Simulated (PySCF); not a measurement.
Species: BeF4 (charge -2).
Bonds: F1–Be2, Be2–F3, Be2–F4, Be2–F5.

All values: wB97X-D/pcSseg-2 (PySCF, non-relativistic), on one gas-phase PBE0-D3(BJ)/def2-TZVP geometry that isn't relaxed in the solvent. The solvent is an IEF-PCM continuum (cavity from Bondi-type radii × 1.2). The model holds no explicit solvent molecules, cavitation or dispersion.

Gas phase at wB97X-D/pcSseg-2: HOMO 0.03 eV, LUMO 10.53 eV.

**Question.** What does the continuum do to the energy and the frontier levels at wB97X-D/pcSseg-2 in chloroform?

**Answer.** 
```
   solvent      ε  E(solvent) − E(gas) (kcal/mol)  polarisation term (kcal/mol)  distortion of the solute (kcal/mol)  HOMO (eV)  LUMO (eV)
chloroform  4.711                         -186.94                       -187.33                                 0.39      -8.17       3.95
```

Polarisation term: ½ Σ q·V over the induced surface charges. Distortion: the rise of the solute's own energy as its density leaves the gas-phase optimum.

**Question.** Which radius a makes Born's formula ΔE = −(q²/2a)(1 − 1/ε) give the value in chloroform?

**Answer.** a = q²(1 − 1/ε)/(2|ΔE|) = 2.80 Å, with q = -2 e and |ΔE| = 0.2979 Eh; the farthest nucleus lies 1.60 Å from the centroid of the nuclei. The formula assumes a point charge at the centre of a sphere.

wB97X-D is run here without its empirical dispersion term; that term would change no orbital, density or response property at a fixed geometry.
